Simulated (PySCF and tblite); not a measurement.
The numbers below are computed, except where a source is named.
C3H4BrF3, numbered as in [F:1][C:2]([F:3])([F:4])[CH2:5][CH2:6][Br:7].

Geometries PBE0-D3(BJ)/def2-SVP; weights from PBE0-D3(BJ)/def2-TZVP energies and GFN2-xTB thermal corrections, with symmetry numbers and mirror pairs. Conformers within 4 kcal/mol (GFN2-xTB free energy) were kept, 7 at most. GIAO shieldings: PBE0/pcSseg-1. Shifts are against TMS (¹H), TMS (¹³C), CFCl3 (¹⁹F) at the same level. (PySCF 2.14, tblite 0.8.)

**Question.** What shifts does this protocol give at 298.15 K under fast conformational exchange?

**Answer.** ¹H: 3.32 (H6, 2H), 2.21 (H5, 2H) ppm. ¹³C: 129.7 (C2), 40.9 (C5), 33.8 (C6) ppm. ¹⁹F: -82.4 (F1/F3/F4) ppm.

**Question.** How do the conformers differ?

**Answer.** Torsions listed: C2–C5–C6–Br7. Of a mirror pair one member is shown.
| conformer | shape | weight % |
| --- | --- | --- |
| 1 | 180° | 90.2 |
| 2 | -72° | 9.8 |

```
  signal      1      2  average
      H5   2.22   2.14     2.21
      H6   3.31   3.41     3.32
      C2  129.6  130.5    129.7
      C5   41.1   39.2     40.9
      C6   33.8   33.8     33.8
F1/F3/F4  -82.6  -80.3    -82.4
```

Spin–orbit effects of the heavy atoms on shieldings are missing. At a carbon that bears Br the missing effect is some 10 ppm, beside I tens of ppm. Unscaled ¹⁹F shifts at such levels can be off by tens of ppm; differences between conformers or isomers are more reliable. Shifts are unscaled: against experiment ¹³C can be off by 15 ppm or more and ¹H by 0.8 ppm.
